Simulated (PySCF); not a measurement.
From one molecule to another.

First species: N-methyl-4-piperidinol, C6H13NO.
InChI=1S/C6H13NO/c1-7-4-2-6(8)3-5-7/h6,8H,2-5H2,1H3

Second species: 4a,8a-azaboranaphthalene, C8H8BN.
InChI=1S/C8H8BN/c1-3-7-10-8-4-2-6-9(10)5-1/h1-8H

Levels: PBE0/def2-SVPD for HOMO energy, LUMO energy, HOMO–LUMO gap and static isotropic polarisability; TDDFT PBE0/def2-SVPD for lowest singlet excitation; TDA PBE0/def2-SVPD for lowest triplet excitation (Tamm–Dancoff); ΔSCF PBE0/def2-SVPD for vertical ionisation energy. Geometries: PBE0-D3(BJ)/def2-SVP. All species are isolated and taken at one optimised geometry, non-relativistic unless stated; the electronic structure was computed with PySCF and density fitting.

**Question.** Which of the two has the higher LUMO energy, and by how much?

**Answer.** The first: 0.74 eV against -1.19 eV, a difference of 1.93 eV.

**Question.** Which of the two has the higher HOMO energy, and by how much?

**Answer.** The first: -6.29 eV against -6.50 eV, a difference of 0.21 eV.

**Question.** Which has the higher S1 energy?

**Answer.** The first: 5.89 eV against 4.45 eV, a difference of 1.44 eV.

**Question.** Which has the higher T1 energy?

**Answer.** The first: 5.69 eV against 3.14 eV, a difference of 2.55 eV.

**Question.** Which has the higher HOMO–LUMO gap?

**Answer.** The first: 7.03 eV against 5.31 eV, a difference of 1.72 eV.

**Question.** Which of the two has the higher static isotropic polarisability, and by how much?

**Answer.** The second: 116.6 au against 85.5 au, a difference of 31.1 au.

On the first: The principal polarisabilities are 76.0, 83.8 and 96.7 au; their mean is the isotropic value. The ΔSCF ionisation energy exceeds −ε(HOMO) by 1.91 eV with PBE0.

On the second: No computed singlet falls in the visible range (750 to 380 nm, 1.65 to 3.26 eV); S1 lies 1.19 eV above its blue end. The ΔSCF ionisation energy exceeds −ε(HOMO) by 1.65 eV with PBE0.

One conformer stands for the species.
